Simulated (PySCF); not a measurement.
A calculated (r2SCAN0, PySCF 2.14, aug-cc-pVDZ-DK, the spin-free X2C one-electron Hamiltonian (Gaussian nucleus)) atom or ion has these occupied shells.

| shell | electrons | orbital energy (eV) | rms radius, mean of both spins (bohr) |
| --- | --- | --- | --- |
| 1s α | 1 | -8293.3 | 0.0624 |
| 1s β | 1 | -8293.2 | 0.0624 |
| 2s α | 1 | -1026.0 | 0.265 |
| 2s β | 1 | -1024.4 | 0.265 |
| 2p α | 3 | -883.27 | 0.238 |
| 2p β | 3 | -881.92 | 0.238 |
| 3s α | 1 | -141.31 | 0.796 |
| 3s β | 1 | -137.32 | 0.796 |
| 3p α | 3 | -99.168 | 0.847 |
| 3p β | 3 | -95.056 | 0.847 |
| 3d α | 5 | -32.252 | 1.09 |
| 3d β | 3 | -30.433 | 1.09 |

**Question.** Name the element and its charge.

**Answer.** Ni²⁺ (nickel, charge +2), in [Ar] 3d8, high-spin 3F determinant.
